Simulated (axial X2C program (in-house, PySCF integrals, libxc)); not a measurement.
# RhS: from the spin-free to the two-component result

Computed with an in-house relativistic program for diatomic molecules. Spin-free means the one-electron spin-free X2C Hamiltonian; two-component (2c) means X2C with spin–orbit coupling and atomic mean-field two-electron Coulomb and Gaunt terms, so the difference of the two also holds small scalar two-electron terms. Basis: Rh dyall-cv3z [12s12p8d5f3g], S dyall-av3z [9s8p3d2f] (cores contracted in-house); Gaussian nuclei, density fitting, unrestricted open shells. Masses: Rh 102.906 u, S 31.972 u.

Spin-free state: M_S = 3/2, Λ = 0 (beyond evenly filled blocks: σα, π+α, π-α); fragments Rh + S.

```
level  Re (Å)  ωe (cm⁻¹)  De (eV)  μ (D)
 PBE0   2.051      508.0    3.733  -3.50
B3LYP   2.074      487.3    3.688  -3.31
```

Dipoles are positive if S is the positive end.

Two-component determinant lowest at the distance of the search:

Ω = 3/2 (⟨Sz⟩ = 1.48, ⟨Lz⟩ = 0.02 at PBE0); fragments Rh + S.

| level | Re (Å) | ωe (cm⁻¹) | μ (D) |
| --- | --- | --- | --- |
| PBE0 | 2.052 | 507.1 | -3.52 |
| B3LYP | 2.075 | 486.3 | -3.32 |

**Question.** From the two tables, how do the constants change at the PBE0 level (2c against spin-free)?

**Answer.** At the PBE0 level Re increases by 0.001 Å and ωe decreases by 0.9 cm⁻¹.

The state is a single determinant with fixed occupations, the lowest that a limited PBE0 search found. Dissociation energies refer to the lowest single-determinant-based atoms at the same level and basis. De is not given where an atomic determinant may have missed its ground term or J level, or where the truncated virtual space spoils (T). Density functionals use the spin component along the axis (collinear). Other states lie close and PBE0, whose exact exchange favours high spin, may order them wrongly; the determinant shown need not be the ground state. The nearest other spin-free determinant of the search, M_S = 1/2, Λ = 0, lies 0.22 eV up at the distance of the search. Without a current term, density functionals place determinants with orbital angular momentum somewhat too high. With several unpaired electrons one determinant need not be a pure state. This is the top spin component of a Σ state; components of lower Ω are not single determinants and can lie lower.
